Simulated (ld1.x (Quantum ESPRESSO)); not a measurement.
**What one change does to a pseudopotential (gold (Au), TM)**

```
Element                 : gold (Au)
Generator               : ld1.x (Quantum ESPRESSO) 7.5
Type                    : norm-conserving Troullier–Martins (Kleinman–Bylander form)
Functional              : LDA (PZ)
Relativity              : fully relativistic
Frozen core             : [Xe] 4f14
Valence charge          : 11
Reference configuration : 5d10 6s1 6p0
Partial waves           : 6s (bound): rc 1.95 bohr; 6p (bound, empty): rc 3.85 bohr; 5d (bound): rc 2.15 bohr
Local potential         : all-electron potential smoothed inside 2.95 bohr (lloc = -1)
Core correction         : none
```

Open shells are filled in proportion to 2j + 1 (rel_dist='average').

Change: local potential the d channel.

Cutoffs: the cutoffs (Ry, on a coarse ladder) from which the occupation-weighted sum of valence levels, in a spherical-Bessel basis at the reference potential, stays within 10 and 1 mRy of its value at 400 Ry; they do not see the model core or the augmentation charge, which bear on the density cutoff. Errors are all-electron minus pseudo energies relative to the spin-unpolarised reference configuration.

Q: How do hardness, ghosts and transferability respond?

A: The potential gets softer (40 Ry and 70 Ry → 40 Ry and 60 Ry); a bound ghost appears in p, s, which as a rule spoils a file; the miss of the reference levels goes from 0.00 to 0.95 eV; the number of tests that count goes from 7 to 6; of the 6 tests that both files solve, the error grows in 3 and shrinks in 3 by more than 15 % and 0.3 meV (median size 21.8 → 11.4 meV); the range in which the s phases agree widens (upper end 0.8 → 3.5). In the separable form a ghost depends on how the local part lies against the semilocal potential of the channel, so the choice of the local part can create or remove one. In the changed file the local d channel has no projectors, so it cannot carry the spin–orbit splitting, and the file is wrong for that shell.

```tsv
quantity	base	changed
cutoff, loose	40 Ry	40 Ry
cutoff, tight	70 Ry	60 Ry
loose cutoff by channel (10 mRy a level)	s 12 Ry, d 35 Ry	s 15 Ry, d 35 Ry
bound ghosts	none	s, p3/2
largest miss of a reference level, eV	0.00	0.95
tests counted (converged, no solver errors)	7 of 7	6 of 7
error for 5d10 6s0 6p0, meV [ΔE 9.79 eV]	-1.2	-4.2
error for 5d9 6s0 6p0, meV [ΔE 31.31 eV]	-38	+12
error for 5d8 6s0 6p0, meV [ΔE 65.48 eV]	-218	-20
error for 5d10 6s0.5 6p0, meV [ΔE 3.96 eV]	-0.4	-1.3
error for 5d7 6s0 6p0, meV [ΔE 113.46 eV]	-580	-134
error for 5d10 6s0 6p1, meV [ΔE 5.34 eV]	+5.6	+10
s: phases at 4.21 bohr within 0.05 rad from the reference energy up to (Ry; the scan ends near 5)	0.8	3.5
p1/2: phases at 4.21 bohr within 0.05 rad from the reference energy up to (Ry; the scan ends near 5)	1.0	0.0
p3/2: phases at 4.21 bohr within 0.05 rad from the reference energy up to (Ry; the scan ends near 5)	1.1	1.7
d3/2: phases at 4.21 bohr within 0.05 rad from the reference energy up to (Ry; the scan ends near 5)	0.4	n/a
d5/2: phases at 4.21 bohr within 0.05 rad from the reference energy up to (Ry; the scan ends near 5)	0.5	n/a
```

Changed file: Tests not counted: 5d9 6s1 6p1 (solver errors, printed error -2.6 eV). A true bound ghost makes a file unfit for plane-wave use even where its test errors are small: the radial tests pick states by their node count and pass the ghost by. Where a test does run into it, the solver fails or the error is huge.
